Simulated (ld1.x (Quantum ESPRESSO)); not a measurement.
## O (Z = 8), PAW: configuration errors across variants

O, PAW, made with ld1.x (Quantum ESPRESSO) 7.5 (PBE, scalar-relativistic). Core [He], reference 2s2 2p4. Waves: 2s (bound): rcut 0.55, rcutus 0.70 bohr; 2s channel at -1 Ry: rcut 0.55, rcutus 0.70 bohr; 2p (bound): rcut 1.25, rcutus 1.65 bohr; 2p channel at 0.05 Ry: rcut 1.25, rcutus 1.65 bohr. Local part: all-electron potential smoothed inside 1.05 bohr (lloc = -1). Core correction: Bessel-smoothed model core inside 0.70 bohr. Augmentation charge: PSQ, inside the norm-conserving radii.

All-electron excitation energies from the reference (eV): (1) 2s2 2p3 16.431; (2) 2s2 2p2 50.017; (3) 2s2 2p1 103.886; (4) 2s0 2p6 29.937; (5) 2s2 2p3.5 6.286; (6) 2s2 2p0 180.791; (7) 2s1 2p5 14.950.

A true bound ghost makes a file unfit for plane-wave use even where its test errors are small: the radial tests pick states by their node count and pass the ghost by.

Errors AE − PS in meV (a dash: test not solved or not reliable):

| change | (1) | (2) | (3) | (4) | (5) | (6) | (7) | bound ghosts |
| --- | --- | --- | --- | --- | --- | --- | --- | --- |
| base | -1.9 | -11 | -32 | -2.3 | -0.5 | -27 | -1.0 | s |
| waves 2p (bound): rcut 1.24, rcutus 1.32 bohr; 2p channel at 0.05 Ry: rcut 1.24, rcutus 1.32 bohr | -2.1 | -12 | -28 | -1.7 | -0.5 | -28 | -0.7 | s |
| local potential all-electron potential smoothed inside 0.70 bohr (lloc = -1) | -1.5 | -8.6 | -24 | -2.7 | -0.4 | -16 | -0.7 | none |
| local potential all-electron potential smoothed inside 1.52 bohr (lloc = -1) | -1.6 | -9.1 | -23 | -1.7 | -0.5 | +7.1 | -0.4 | none |
| type TM; waves now 2s (bound): rc 0.70 bohr; 2p (bound): rc 1.65 bohr; local potential the p channel | -4.3 | +128 | +843 | +22 | -3.5 | +2913 | +5.0 | none |
| augmentation BESSEL, radius 0.40 bohr | -20 | -120 | -377 | +9.6 | -3.9 | – | – | s |

Q: Give the same row for: waves 2s (bound): rcut 0.55, rcutus 0.62 bohr; 2s channel at -1 Ry: rcut 0.55, rcutus 0.62 bohr.

A: -1.5, -9.0, -22, -2.2, -0.4, +5.8, -0.7; bound ghosts: none.
